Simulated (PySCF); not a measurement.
Vertical excitations of a molecule CH8FNSi2 from TDA-PBE/def2-SVPD in PySCF 2.14.0, as energy in eV (oscillator strength): 5.42 (0.012), 5.89 (0.006), 6.17 (0.017), 6.75 (0.008), 7.07 (0.026), 7.15 (0.004), 7.17 (0.011), 7.19 (0.002), 7.35 (0.003), 7.38 (0.017). Lowest triplet (TDA): 5.21 eV. Geometry: PBE0-D3(BJ)/def2-SVP. The values are those of a single conformer.

Question: Which molecule gave these data?
A) C[SiH2][Si@@H](N)F
B) N[SiH2]C[SiH2]F
C) N[C@H]([SiH3])[SiH2]F
D) NC[Si@H](F)[SiH3]

Answer: B, N[SiH2]C[SiH2]F
